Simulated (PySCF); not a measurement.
## One molecule, many functionals

C2H7NSi2.
Cartesian coordinates in Å at the PBE0-D3(BJ)/def2-SVP level; atoms count from 1:
```
atom  x, y, z in Å
N1    -2.627    1.200    0.356
Si2   -1.935   -0.332   -0.033
C3    -0.084   -0.373   -0.046
C4     1.142   -0.378   -0.050
Si5    2.974   -0.400   -0.064
H6    -2.544    1.960   -0.310
H7    -2.540    1.551    1.304
H8    -2.385   -1.322    0.985
H9    -2.387   -0.717   -1.400
H10    3.492   -0.043    1.289
H11    3.454   -1.763   -0.434
H12    3.480    0.589   -1.061
```

Linear-response calculations in the def2-SVPD basis (PySCF; singlets by full response, triplets Tamm–Dancoff, core orbitals frozen in the response; HF means time-dependent Hartree–Fock). 'Strongest' is the level of largest summed f among the singlets computed (10 roots, of which the last may lack a degenerate partner); it can jump between rows when another state enters that window. S1 is the lowest singlet of each run and needn't be the same state throughout; f(S1) is that of one state. Geometry: PBE0-D3(BJ)/def2-SVP, one conformer, isolated molecule.

| functional | kind | S1 (eV) | f(S1) | strongest (eV) | T1 (eV) | HOMO (eV) | gap (eV) | ionisation energy, ΔSCF (eV) |
| --- | --- | --- | --- | --- | --- | --- | --- | --- |
| LDA | LDA | 4.85 | 0.058 | 6.65 | 4.44 | -6.47 | 4.65 | 9.74 |
| PBE | GGA | 4.90 | 0.062 | 6.67 | 4.36 | -6.33 | 4.71 | 9.62 |
| PBE0 | global hybrid, 25% exact exchange | 5.41 | 0.000 | 7.40 | 4.42 | -7.73 | 6.96 | 9.58 |
| BHandHLYP | global hybrid, 50% exact exchange | 5.37 | 0.000 | 7.95 | 4.41 | -8.93 | 9.11 | 9.74 |
| CAM-B3LYP | range-separated hybrid | 5.43 | 0.000 | 7.79 | 4.51 | -9.10 | 9.40 | 9.87 |
| wB97X-D | range-separated hybrid | 5.45 | 0.000 | 7.81 | 4.58 | -9.63 | 10.59 | 9.86 |
| LC-wPBE | range-separated hybrid | 5.50 | 0.000 | 8.22 | 4.42 | -10.53 | 11.92 | 10.24 |

**Question.** What does B3LYP (global hybrid, 20% exact exchange) give?

**Answer.** S1 (eV) 5.37, f(S1) 0.000, strongest (eV) 7.22, T1 (eV) 4.49, HOMO (eV) -7.46, gap (eV) 6.52, ionisation energy, ΔSCF (eV) 9.53. S1 runs from 4.85 eV (LDA) to 5.50 eV (LC-wPBE), a spread of 0.65 eV, while the orbital gap spreads over 7.3 eV. −ε(HOMO) comes closest to its own ΔSCF ionisation energy with wB97X-D (-0.23 eV) and misses most with PBE (-3.29 eV).
